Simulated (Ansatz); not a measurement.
Reaction (formal exchange of groups at a Te–Al bond): `C[CH2][AlH][TeH]` + `[CH3][GeH3]` → `[CH3][GeH2][TeH]` + `C[CH2][AlH2]`

Gas-phase electronic energies from Ansatz, PBE0-D4/def2-TZVP geometries. CCSD(T)/CBS is the MP2 limit (def2-TZVPP, def2-QZVPP) plus CCSD(T) − MP2 in def2-TZVPP, frozen cores. DFT in def2-TZVPP. def2 core potentials past Kr. For Ge, Te outer-core shells are correlated without core-valence functions, which leaves a few kJ/mol of doubt a bond. Scalar relativity is left out up to krypton. Each species was taken in one conformer, which may not be the lowest.

`C[CH2][AlH][TeH]`:

Cartesian coordinates in Å:
```
C -0.805 1.077 0.147
C -0.801 -0.426 0.404
Al 0.805 -1.431 -0.085
Te 2.820 -0.293 -1.114
H -0.663 1.305 -0.913
H -1.746 1.542 0.455
H -0.002 1.581 0.691
H -0.985 -0.634 1.467
H -1.639 -0.908 -0.118
H 0.951 -2.996 0.126
H 2.065 1.183 -1.059
```

`[CH3][GeH3]`:

Z-matrix (Å, degrees):
```
C
Ge 1 1.953
H 1 1.091 2 110.3
H 1 1.090 2 110.3 3 120.0
H 1 1.090 2 110.3 3 -120.0
H 2 1.539 1 110.4 3 -59.8
H 2 1.539 1 110.4 3 60.2
H 2 1.539 1 110.4 3 -179.8
```

`[CH3][GeH2][TeH]`:

```xyz
9

C     0.547    0.477    1.067
Ge   -0.819   -0.225   -0.136
Te   -0.106    0.025   -2.587
H     0.212    0.390    2.102
H     0.738    1.525    0.838
H     1.473   -0.085    0.945
H    -2.126    0.582   -0.036
H    -1.109   -1.706    0.166
H     1.190   -0.984   -2.357
```

`C[CH2][AlH2]`:

Z-matrix (Å, degrees):
```
C
C 1 1.528
H 1 1.093 2 111.7
H 1 1.094 2 112.2 3 120.4
H 1 1.093 2 111.7 3 -119.2
Al 2 1.958 1 116.9 3 59.6
H 2 1.099 1 110.4 3 -177.4
H 2 1.099 1 110.4 3 -63.2
H 6 1.592 2 121.0 1 -0.5
H 6 1.592 2 119.8 1 179.5
```

```csv
species,PBE0 energy (Eh)
`C[CH2][AlH][TeH]`,-590.74122
`[CH3][GeH3]`,-2118.40908
`[CH3][GeH2][TeH]`,-2386.47711
`C[CH2][AlH2]`,-322.64841
```

Work out ΔE.

ΔE = (-2386.47711) + (-322.64841) − (-590.74122) − (-2118.40908) = 0.02478 Eh = +65.1 kJ/mol. CCSD(T)/CBS gives +66.0 kJ/mol.

Largest T1 diagnostic among the species: 0.010.

In def2-TZVPP, CCSD(T) changes the Hartree–Fock value by +7.1 kJ/mol (the triples alone add +1.3 kJ/mol) and MP2 by +6.8 kJ/mol.
